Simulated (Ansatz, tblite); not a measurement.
Forces on AsH2Et (C2H7As) at its PBE0-D4/def2-SVP geometry. Total charge 0; singlet.

The xTB rows come from tblite.

GFN1-xTB (tblite), largest force 0.51 eV/Å:

```xyz
10
positions Å, forces eV/Å
As    1.518    0.866   -0.265    0.116    0.261   -0.375
H     1.100    0.902   -1.735    0.052    0.067    0.455
H     1.270    2.363   -0.102   -0.066   -0.459   -0.105
C    -0.257    0.295    0.414    0.054    0.451    0.121
C    -0.532   -1.169    0.108   -0.180   -0.471   -0.082
H    -1.040    0.944   -0.003    0.058   -0.270    0.141
H    -0.236    0.468    1.502   -0.155   -0.163   -0.296
H    -1.498   -1.488    0.531    0.264    0.154   -0.082
H    -0.572   -1.356   -0.977    0.049    0.151    0.322
H     0.246   -1.825    0.527   -0.192    0.276   -0.100
```

GFN2-xTB (tblite), largest force 0.48 eV/Å:

```
As 0.155 0.093 -0.234
H 0.029 0.128 0.312
H -0.081 -0.306 -0.140
C -0.041 0.294 0.102
C -0.227 -0.425 -0.036
H 0.096 -0.209 0.076
H -0.100 -0.135 -0.192
H 0.299 0.121 -0.112
H 0.058 0.161 0.326
H -0.189 0.278 -0.102
```

PBE0-D4/def2-TZVP (Ansatz), largest force 0.32 eV/Å:

```
As -0.090 0.005 -0.031
H 0.022 0.003 0.042
H 0.010 -0.043 -0.006
C -0.214 0.162 0.165
C -0.023 -0.211 -0.056
H 0.224 -0.179 0.097
H 0.002 -0.056 -0.284
H 0.239 0.084 -0.096
H 0.018 0.065 0.273
H -0.187 0.170 -0.103
```
